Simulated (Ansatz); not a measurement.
Basis-set extrapolation for `N#CO[SiH3]` (PBE0-D4/def2-TZVP geometry, frozen core, the Gaussian-basis code of Ansatz). Multiplicity 1, RHF reference.

```tsv
	def2-TZVPP	def2-QZVPP
HF	-457.948832	-457.965517
MP2 correlation	-0.689795	-0.740185
CCSD(T) correlation	-0.740308	not run
```

Energies in hartree. Use E(X) = E(∞) + A·exp(−7.88·√X) for Hartree–Fock and E(X) = E(∞) + B·X^(−2.97) for correlation, with X = 3 and 4, and add CCSD(T) minus MP2 of the smaller set to the MP2 limit.

What is the CCSD(T) energy at the basis-set limit?

HF limit: -457.965517 + (-0.016685) × 0.13774 = -457.96782. MP2 limit: -0.740185 + (-0.050390) × 0.74074 = -0.77751. Higher-order term: -0.740308 − (-0.689795) = -0.05051. Total: -458.79584 hartree, 2.90 eV below CCSD(T)/def2-TZVPP.
